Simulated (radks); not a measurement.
Valence configurations of Se IV (all share [Ar]). Method: Dirac Kohn-Sham, PBEsol, spin-unpolarised, spherical densities, finite nucleus; open shells fill j = l - 1/2 first; Fermi nuclear charge, rms radius 4.14 fm; computed with a radial shooting solver on a logarithmic mesh with Libxc functionals. Energies are relative to 3d10 4s2 4p1; eigenvalues in eV.

| valence | E (eV) | e(3d3/2) | e(3d5/2) | e(4p1/2) | e(4p3/2) | e(4s1/2) |
|---|---|---|---|---|---|---|
| 3d10 4s2 4p1 | 0.000 | -89.869 | -88.968 | -36.797 | - | -49.301 |
| 3d10 4s1 4p2 | 12.546 | -91.280 | -90.378 | -37.484 | - | -50.072 |
| 3d10 4s0.5 4p2.5 | 19.156 | -92.051 | -91.148 | -37.857 | -37.245 | -50.490 |
| 3d10 4p3 | 25.792 | -92.813 | -91.909 | -38.221 | -37.604 | - |
| 3d9.5 4s2 4p1.5 | 27.293 | -96.199 | -95.273 | -38.247 | - | -51.110 |
| 3d9 4s2 4p2 | 57.052 | -102.65 | -101.70 | -39.661 | - | -52.876 |
| 3d8.5 4p4.5 | 118.46 | -112.13 | -111.15 | -42.406 | -41.672 | - |
| 3d8 4s2 4p3 | 125.02 | -116.06 | -115.05 | -42.483 | -41.730 | -56.389 |
| 3d8 4p5 | 154.53 | -118.80 | -117.80 | -43.757 | -42.983 | - |
| 3d7 4p6 | 234.83 | -132.50 | -131.44 | -46.414 | -45.557 | - |

NIST lists [Ar] 3d10 4s2 4p1 as the ground configuration; this level of theory agrees among the configurations tried. The energies are those of spherical spin-averaged densities, not of single terms.
